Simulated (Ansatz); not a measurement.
Cost and result for the atomization energy of CH7B2ClSi, SMILES `CB([SiH3])BCl` (12 atoms, 11 bonds).

```xyz
12

C     0.6384   -1.2916    0.8496
B     0.2003    0.0645    0.2151
Si   -0.9971    0.0183   -1.4260
B     0.6245    1.5716    0.7322
Cl   -0.4739    2.4117    1.8169
H     1.6026   -1.5056    0.3572
H    -0.0059   -2.1454    0.6304
H     0.8504   -1.2498    1.9201
H    -0.9897    1.2593   -2.2472
H    -2.3865   -0.1903   -0.9218
H    -0.6510   -1.1326   -2.3090
H     1.5881    2.1899    0.3826
```

The species carries charge 0 and has multiplicity 1. All single points use the PBE0-D4/def2-TZVP geometry. It is one conformer, not always the lowest. Program: Ansatz. All runs use 4 threads of an Arm Neoverse V1 on a shared host. Times are those of one run each, without the atoms' runs, and a repeat can differ threefold. Electronic energies, without spin–orbit coupling; frozen cores. CCSD(T)/CBS adds CCSD(T) − MP2 in def2-TZVPP to the MP2 limit, and its time is that of the two runs behind it. T1 = 0.013. B3LYP takes the VWN-RPA correlation (the form of Gaussian; ORCA's B3LYP/G).

CCSD(T)/CBS is a level of theory with its own doubt, some kJ/mol a heavy atom from the limit and from the frozen cores, so smaller differences don't rank the functionals.

```csv
level,functions,wall time,atomization (kJ/mol),difference from CCSD(T)/CBS,per bond
PBE-D4/def2-TZVPP (with forces),275,3.1 s,4162.3,71.9,6.5
PBE0-D4/def2-TZVPP,275,3.8 s,4134.4,44.0,4.0
r2SCAN-D4/def2-TZVPP (with forces),275,6 s,4149.8,59.4,5.4
B3LYP-D4/def2-TZVPP (with forces),275,6.5 s,4123.1,32.7,3.0
B2PLYP/def2-TZVPP,275,7 s,4068.9,-21.5,-2.0
ωB97X-V/def2-TZVPP,275,9.5 s,4131.7,41.3,3.7
ωB97M-V/def2-TZVPP (with forces),275,15 s,4127.7,37.3,3.4
MP2/def2-QZVPP,521,29 s,4091.3,0.9,0.1
CCSD(T)/def2-TZVPP,275,3.1 min,4003.6,-86.8,-7.9
CCSD(T)/CBS(def2),–,3.6 min,4090.4,0.0,0.0
```

The D4 term adds +41.8 kJ/mol with B3LYP and +22.4 kJ/mol with PBE0; it sums over pairs of atoms, weighted by their polarisabilities, and B3LYP, whose exchange is more repulsive, gets the larger term. From PBE to PBE0 (25 % exact exchange), in def2-TZVPP and without D4, the atomization energy moves by −24.4 kJ/mol: exact exchange takes away binding that semilocal exchange gives to molecules. In def2-TZVPP, CCSD(T) changes the Hartree–Fock value by +797.8 kJ/mol (the triples alone add +45.8 kJ/mol) and MP2 by +834.6 kJ/mol; breaking electron pairs costs correlation energy, which Hartree–Fock lacks.
